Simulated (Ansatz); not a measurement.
Input for Ansatz (an electronic-structure program): U-SVWN5/def2-TZVPP on CoF, 2S+1 = 5, a spin state set in the input, which need not be the lowest, a point of a bond scan (R = 1.781 Å).

Ansatz 0.2 input:
```yaml
crystal:
  periodic: [false, false, false]
  atoms:
    - {symbol: Co, position_ang: [0.00000000, 0.00000000, 0.00000000]}
    - {symbol: F, position_ang: [0.00000000, 0.00000000, 1.78085200]}
basis:
  gaussian:
    orbitals: def2-TZVPP
    pivot_positions_ang: [[0.00000000, 0.00000000, 0.00000000], [0.00000000, 0.00000000, 1.78085200]]
hamiltonian:
  xc: {name: SVWN5}
magnetization: {spin_polarized: true, initial_magnetization: 4}
output: {forces: true, orbitals: {seedname: ./end}}
```

It printed:

```
WARN ansatz: RAYON_NUM_THREADS=1 ignored (pool sized by the plan → 1); use --threads N
Functional definition: SVWN5
integrals: 0.02 GiB planned
642 factors; their error is unknown
mean field: 0.25 GiB planned
mean field evaluation 1: about -40255.3070 eV, gradient 3.3e1 eV
mean field evaluation 2: about -40230.2732 eV, gradient 1.1e2 eV
mean field evaluation 4: about -40256.0909 eV, gradient 2.0e1 eV
mean field evaluation 8: about -40256.9231 eV, gradient 1.4e1 eV
mean field evaluation 16: about -40257.7626 eV, gradient 2.6e-2 eV
mean field evaluation 32: about -40257.5409 eV, gradient 8.2e-4 eV
mean field evaluation 64: about -40257.6218 eV, gradient 1.1e-2 eV
mean field evaluation 96: about -40257.5242 eV, gradient 1.5e-5 eV
mean field evaluation 128: about -40257.7373 eV, gradient 3.6e-1 eV
mean field -40257.75081676 eV, -1479.4450548325 hartree, gradient 1.1e-5 eV, S^2 6.001661; 11 other end points of the search recorded, 0 dependent functions left out
the calculation of the forces begins
reference -40257.75084984 eV, -1479.4450560479 hartree; 20, 16 occupied and 75, 79 virtual orbitals, 642 factors
Total energy: -40257.75084984 eV, -1479.4450560479 hartree
Atom 0 at     0.000000     0.000000     0.000000 Å, force    -0.000000     0.000000     1.037329 eV/Å
Atom 1 at     0.000000     0.000000     1.780852 Å, force     0.000000    -0.000000    -1.037329 eV/Å
Dipole moment:     0.000000    -0.000000    -0.341373 e Å
```

Self-consistency was reached.

Cost: about 11 core-seconds (a rough figure).
